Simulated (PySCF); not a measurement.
Numbering as in the mapped SMILES `[CH2:1]=[CH:2][C:3](=[CH2:4])/[CH:5]=[CH:6]/[C:7]([NH2:8])=[O:9]`. Hydrogens are named by the atom that carries them. Ha(C4) is cis to C2; Ha(C1) is cis to C3; Ha(N8) is cis to the C=O or C=S heteroatom; Hb(C4) is trans to C2; Hb(C1) is trans to C3; Hb(N8) is trans to the C=O or C=S heteroatom.

[PySCF: geometry from GFN2-xTB; σ from GIAO-PBE0/pcSseg-1; relativity neglected; no solvent; single conformer]

Scale: 13C (186.93 ppm) vs TMS (reference shieldings calculated alike).

Do the 13C shifts follow the atomic charges (in e)? Tabulate both.

## Answers


| atoms | hybridisation | δ (ppm) | σ para (ppm) | Hirshfeld | IAO | Mulliken | ESP-fitted |
| --- | --- | --- | --- | --- | --- | --- | --- |
| C7 | sp2 | 166.5 | -224 | +0.16 | +0.43 | +0.49 | +0.86 |
| C3 | sp2 | 151.5 | -223 | +0.01 | +0.01 | -0.28 | +0.21 |
| C5 | sp2 | 151.4 | -220 | -0.02 | -0.10 | +0.01 | -0.05 |
| C2 | sp2 | 144.6 | -212 | -0.04 | -0.14 | -0.14 | -0.12 |
| C6 | sp2 | 129.4 | -202 | -0.07 | -0.22 | -0.27 | -0.47 |
| C4 | sp2 | 128.8 | -193 | -0.09 | -0.30 | -0.04 | -0.54 |
| C1 | sp2 | 127.2 | -198 | -0.09 | -0.31 | -0.14 | -0.44 |

Correlation coefficients of δ with charge over these carbons: Hirshfeld +0.92, IAO +0.92, Mulliken +0.66, ESP-fitted +0.96; with the paramagnetic shielding -0.94. With so few points these coefficients are fragile. Charge is one influence among several: hybridisation and low-lying excitations act through the paramagnetic term.

Shifts are as computed. Against solution values, carbons near 30 ppm lie about +3 ppm off and those near 130 ppm about +5 ppm. Of 1211 compounds with measured shifts, 218 miss one by over three times the rms of a fit or turn the order of signals round; such compounds aren't used in these exercises. Hydrogen bonding in solution deshields acid and N–H amide carbonyl carbons by as much as 10 ppm beyond these values.
